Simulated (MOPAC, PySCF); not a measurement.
H$_{9}$AlSi$_{3}$, SMILES `[SiH3][Al]([SiH3])[SiH3]`, neutral singlet in the gas phase. 

Z-matrix (Å, degrees):
```
Al
Si 1 2.4587
H 2 1.4900 1 113.57
H 2 1.4913 3 107.85 1 -124.31
H 2 1.4936 3 107.39 4 -115.06
Si 1 2.4588 2 122.34 3 15.75
H 6 1.4899 1 113.87 2 -4.62
H 6 1.4922 7 107.70 1 122.90
H 6 1.4928 7 107.60 8 115.02
Si 1 2.4598 2 118.89 3 -167.68
H 10 1.4906 1 112.94 2 155.37
H 10 1.4907 11 107.81 1 125.18
H 10 1.4938 11 107.18 12 115.06
```
Charge 0, spin multiplicity 1.

All levels are single points at this geometry (PBE0-D4/def2-TZVP); Pople sets use spherical d functions. Orbital energies aren't observables, and empty levels follow the basis.

BP86/6-31G* in PySCF gives HOMO (eV) = -6.32.

Question: Estimate the HOMO (eV) from each of these levels: B3LYP-D3(BJ)/def2-TZVP in PySCF; PBE-D3(BJ)/def2-TZVP in PySCF; PBE0-D4/def2-TZVP in PySCF; B3LYP/3-21G in PySCF; PBE/6-31G* in PySCF; SVWN5/6-31G* in PySCF; HF/3-21G in PySCF; HF/6-31G* in PySCF; HF/STO-3G in PySCF; AM1 in MOPAC; PM3 in MOPAC; PM6 in MOPAC.

Answer: 
```csv
level,HOMO (eV)
B3LYP-D3(BJ)/def2-TZVP in PySCF,-7.11
PBE-D3(BJ)/def2-TZVP in PySCF,-6.30
PBE0-D4/def2-TZVP in PySCF,-7.30
B3LYP/3-21G in PySCF,-7.22
PBE/6-31G* in PySCF,-6.22
SVWN5/6-31G* in PySCF,-6.26
HF/3-21G in PySCF,-9.70
HF/6-31G* in PySCF,-9.58
HF/STO-3G in PySCF,-6.81
AM1 in MOPAC,-9.66
PM3 in MOPAC,-8.97
PM6 in MOPAC,-9.62
```
